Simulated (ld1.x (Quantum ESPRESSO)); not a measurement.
## Pt (Z = 78), PAW: configuration errors across variants

```json
{
 "Element": "Pt",
 "Generator": "ld1.x (Quantum ESPRESSO) 7.5",
 "Type": "PAW",
 "Functional": "PBE",
 "Relativity": "scalar-relativistic",
 "Frozen core": "[Kr] 4d10 4f14",
 "Valence charge": "18",
 "Reference configuration": "5s2 5p6 5d8 6s0 6p0 (charge +2)",
 "Partial waves": "5s (bound): rcut 1.20, rcutus 1.45 bohr; 6s (bound, empty): rcut 1.20, rcutus 1.45 bohr; 5p (bound): rcut 1.75, rcutus 1.90 bohr; 6p (bound, empty): rcut 1.75, rcutus 1.90 bohr; 5d (bound): rcut 1.75, rcutus 2.05 bohr; 5d channel at 0.4 Ry: rcut 1.75, rcutus 2.05 bohr",
 "Local potential": "all-electron potential smoothed inside 1.80 bohr (lloc = -1)",
 "Core correction": "Bessel-smoothed model core inside 1.00 bohr",
 "Augmentation charge": "PSQ, inside the norm-conserving radii"
}
```

All-electron excitation energies from the reference (eV): (1) 5s2 5p6 5d9 6s1 6p0 -29.160; (2) 5s2 5p6 5d9 6s0 6p0 -19.966; (3) 5s2 5p6 5d7 6s0 6p0 32.217; (4) 5s2 5p6 5d9.5 6s0.5 6p0 -29.282.

The overlap operator is not positive definite (basis up to 400 Ry) in “base”, “core correction a·sin(br)/r model core, default radius (ld1.x builds one for every PAW set, though the input has nlcc=.false.)”, “core correction Bessel-smoothed model core inside 0.60 bohr”, “core correction Bessel-smoothed model core inside 0.74 bohr”, “core correction Bessel-smoothed model core inside 0.92 bohr”, “core correction Bessel-smoothed model core inside 1.20 bohr”, “core correction Bessel-smoothed model core inside 1.42 bohr”, “core correction Bessel-smoothed model core inside 1.60 bohr”, “core correction Bessel-smoothed model core inside 1.70 bohr”. Such files are unfit for use, however small their errors in these radial tests.

Errors AE − PS in meV (a dash: test not solved or not reliable):

```tsv
change	(1)	(2)	(3)	(4)	bound ghosts
base	+7.9	-20	-88	-11	not determined (overlap not positive)
core correction a·sin(br)/r model core, default radius (ld1.x builds one for every PAW set, though the input has nlcc=.false.)	+11	-17	-81	-7.2	not determined (overlap not positive)
core correction Bessel-smoothed model core inside 0.60 bohr	+7.7	-20	-91	-12	not determined (overlap not positive)
core correction Bessel-smoothed model core inside 0.74 bohr	+7.7	-20	-91	-12	not determined (overlap not positive)
core correction Bessel-smoothed model core inside 0.92 bohr	+7.8	-20	-89	-11	not determined (overlap not positive)
core correction Bessel-smoothed model core inside 1.20 bohr	+8.3	-19	-85	-10	not determined (overlap not positive)
core correction Bessel-smoothed model core inside 1.42 bohr	+8.9	-18	-83	-9.1	not determined (overlap not positive)
core correction Bessel-smoothed model core inside 1.60 bohr	+9.3	-18	-82	-8.5	not determined (overlap not positive)
core correction Bessel-smoothed model core inside 1.70 bohr	+9.5	-17	-81	-8.3	not determined (overlap not positive)
```

Task: Give the same row for: core correction Bessel-smoothed model core inside 1.10 bohr.

Result: +8.1, -19, -87, -11; bound ghosts: not determined (overlap not positive). Its overlap operator is not positive definite in a basis up to 400 Ry (lowest eigenvalue s -0.08, p -21.47), so the file is unfit for use: the generalised eigenproblem breaks down once the basis is large enough, and its test numbers describe a broken file.
